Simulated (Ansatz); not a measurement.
System: CH₂N, net charge -1, singlet state. It need not be the lowest isomer of its formula. Whether it binds its extra electron was not tested at this geometry. 
Coordinates optimised at B3LYP-D3(BJ)/def2-TZVP (Ansatz, a quantum-chemistry and plane-wave program):
SMILES: [CH-]=N
```xyz
4

C     -0.7014     0.0944     0.0076
N      0.5327    -0.3221    -0.0342
H     -0.7601     1.2427     0.1381
H      1.2390     0.4451     0.0563
```
Charge -1, spin multiplicity 1.

Basis-set convergence of Hartree-Fock and CCSD(T) correlation energies (hartree) with Ansatz. Valence correlation only, unless marked. Spin-orbit coupling is left out. No relativistic terms. This anion needs diffuse functions, which these sets lack.

| basis | functions | E(HF) | E(corr, CCSD(T)) |
|---|---|---|---|
| def2-SVP | 38 | -93.27378 | -0.33191 |
| def2-TZVPP | 90 | -93.39872 | -0.41013 |
| def2-QZVPP | 174 | ___ | ___ |

Fill in the missing entries.


- def2-QZVPP, E(HF): -93.40577
- def2-QZVPP, E(corr, CCSD(T)): -0.43409
